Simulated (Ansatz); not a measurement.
Ansatz (an electronic-structure program) input (B3LYP-D3(BJ)/def2-TZVP):

Ansatz 0.2 input:
```yaml
crystal:
  periodic: [false, false, false]
  atoms:
    - {symbol: C, position_ang: [-1.26632816, 0.21179278, 0.03354182]}
    - {symbol: C, position_ang: [-0.16700667, -0.78824197, 0.02922380]}
    - {symbol: C, position_ang: [1.13204800, -0.49139696, -0.02464053]}
    - {symbol: C, position_ang: [1.61927606, 0.82869767, -0.08316692]}
    - {symbol: N, position_ang: [2.03508678, 1.89718676, -0.12774770]}
    - {symbol: H, position_ang: [-0.87786322, 1.22622835, -0.01291519]}
    - {symbol: H, position_ang: [-1.92597808, 0.04175079, -0.81748137]}
    - {symbol: H, position_ang: [-1.86656257, 0.09902050, 0.93653654]}
    - {symbol: H, position_ang: [-0.46880501, -1.82677295, 0.07226075]}
    - {symbol: H, position_ang: [1.89448786, -1.25900631, -0.02637454]}
basis:
  gaussian:
    orbitals: def2-TZVP
hamiltonian:
  xc: b3lyp
  dispersion: d3bj
relax: {f_tol: 0.002, max_steps: 150}
```

End of the output:

```
mean field -5720.86892937 eV, -210.2380554101 hartree, gradient 9.0e-6 eV, S^2 0.000000; 1 other end points of the search recorded, 0 dependent functions left out
the calculation of the forces begins
reference -5720.86917204 eV, -210.2380643279 hartree; 18, 18 occupied and 167, 167 virtual orbitals, 1095 factors
Total energy: -5721.20232215 eV, -210.2503073689 hartree
Atom 0 at    -1.277689     0.210638     0.034071 Å, force    -0.000265     0.000841    -0.000031 eV/Å
Atom 1 at    -0.164840    -0.777800     0.028157 Å, force     0.000350     0.000011    -0.000061 eV/Å
Atom 2 at     1.140088    -0.493817    -0.024361 Å, force     0.000804    -0.000748    -0.000069 eV/Å
Atom 3 at     1.646274     0.835986    -0.083292 Å, force    -0.000939    -0.000831     0.000130 eV/Å
Atom 4 at     2.069058     1.907724    -0.131256 Å, force     0.000402     0.000717    -0.000080 eV/Å
Atom 5 at    -0.915230     1.236566    -0.010822 Å, force    -0.000035    -0.000501     0.000060 eV/Å
Atom 6 at    -1.943890     0.036585    -0.815512 Å, force    -0.000064    -0.000015     0.000388 eV/Å
Atom 7 at    -1.884928     0.092417     0.935847 Å, force    -0.000239    -0.000016    -0.000360 eV/Å
Atom 8 at    -0.441667    -1.826027     0.070536 Å, force     0.000202     0.000270     0.000033 eV/Å
Atom 9 at     1.881178    -1.283014    -0.024132 Å, force    -0.000217     0.000273    -0.000010 eV/Å
Dipole moment:    -0.527032    -0.722273     0.040430 e Å
```
